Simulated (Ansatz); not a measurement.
Two members of one family (Series [WO3X]-), computed with Ansatz in the gas phase; def2 core potentials for W, no spin–orbit coupling. The two geometries come from different levels. Names give formal oxidation states. A dash marks a value that wasn't run or was left out as unsound. The structures are stationary points that may keep the symmetry of their start. Remarks come from the PBE and PBE0 runs and from stability tests at other levels; not every state was tested. HOMO above LUMO (over both spins in singlets and doublets, within one spin in higher multiplets; at PBE or PBE0), or a gap under 0.15 eV within one spin, warns that the state may not be the lowest or that an electron is smeared out.

First: [WO3(OH)]- (singlet, charge -1, r2SCAN-D4/def2-SVPD geometry).

```xyz
6

W     0.014    0.234   -0.394
O     0.074    1.985   -0.569
O     1.423   -0.503   -1.151
O    -1.438   -0.407   -1.159
O    -0.007   -0.188    1.519
H    -0.065   -1.121    1.755
```

```json
{"level": "PBE-D4/def2-SVPD", "HOMO (eV)": "-1.65", "vertical IE (eV)": "–"}
{"level": "PBE-D4/def2-TZVPD", "HOMO (eV)": "-1.55", "vertical IE (eV)": "4.75"}
{"level": "revPBE-D4/def2-TZVPD", "HOMO (eV)": "-1.46", "vertical IE (eV)": "–"}
{"level": "r2SCAN-D4/def2-TZVPD", "HOMO (eV)": "-1.86", "vertical IE (eV)": "4.86"}
{"level": "HSE06-D4/def2-TZVPD", "HOMO (eV)": "-2.68", "vertical IE (eV)": "–"}
```

Metal–donor distances: 4 × O 1.76 to 1.96 Å.

Second: [WO3(NH2)]- (singlet, charge -1, PBE-D4/def2-SVPD geometry).

```tsv
atom	x (Å)	y (Å)	z (Å)
W1	-0.564	-0.319	-0.430
O2	-0.127	0.021	-2.115
O3	-0.592	-2.072	-0.166
O4	-2.126	0.435	-0.062
N5	0.801	0.456	0.848
H6	1.714	0.012	0.961
H7	0.894	1.467	0.964
```

**Question.** What does the change do? Estimate second minus first.

**Answer.** 
| level | Δ HOMO (eV) | Δ vertical IE (eV) |
| --- | --- | --- |
| PBE-D4/def2-SVPD | 0.15 | – |
| PBE-D4/def2-TZVPD | 0.13 | -0.28 |
| revPBE-D4/def2-TZVPD | 0.13 | – |
| r2SCAN-D4/def2-TZVPD | 0.14 | -0.25 |
| HSE06-D4/def2-TZVPD | 0.15 | – |

Metal–donor distances: 3 × O 1.77 to 1.78 Å, 1 × N 2.02 Å. Remarks: gap within one spin near zero at PBE or PBE0 (neutral doublet).
